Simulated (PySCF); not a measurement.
## V (vanadium, neutral) across methods

[Ar] 3d3 4s1 5s1, high-spin 6F determinant (an excited configuration). All numbers are calculated (PySCF 2.14, the non-relativistic Hamiltonian (point nucleus), in dyall-av2z (16s12p7d2f, 101 functions)). The B2PLYP total includes its PT2 part (frozen core); its orbital energies are those of the SCF part.

| method | E (hartree) | mean ε 3d α (eV) | mean ε 4s α (eV) | mean ε 5s α (eV) | Σ⟨r²⟩ (bohr²) | ⟨S²⟩ |
| --- | --- | --- | --- | --- | --- | --- |
| LC-wPBE | -943.549 | -15.519 | -10.993 | -2.491 | 130.2 | 8.750 |
| r2SCAN | -943.708 | -11.248 | -8.366 | -1.522 | 126.0 | 8.751 |
| UHF | -942.75446 | -18.184 | -10.537 | -2.252 | 132.9 | 8.752 |
| HSE06 | -943.556 | -12.234 | -8.504 | -1.585 | 126.2 | 8.751 |
| PBEsol | -942.488 | -10.641 | -8.183 | -1.566 | 124.4 | 8.750 |
| PBE0 | -943.535 | -12.678 | -8.834 | -1.809 | 126.9 | 8.751 |
| LDA | -941.570 | -10.663 | -8.326 | -1.577 | 120.2 | 8.750 |
| PBE | -943.498 | -10.667 | -8.140 | -1.576 | 124.3 | 8.750 |

(1) Estimate the same row for B2PLYP.

The outer electron is Rydberg-like, and this basis confines it to a smaller radius and binds it less than a complete one would.

Results:

(1) E (hartree) = -943.479; mean ε 3d α (eV) = -14.627; mean ε 4s α (eV) = -9.405; mean ε 5s α (eV) = -1.863; Σ⟨r²⟩ (bohr²) = 128.7; ⟨S²⟩ = 8.751.
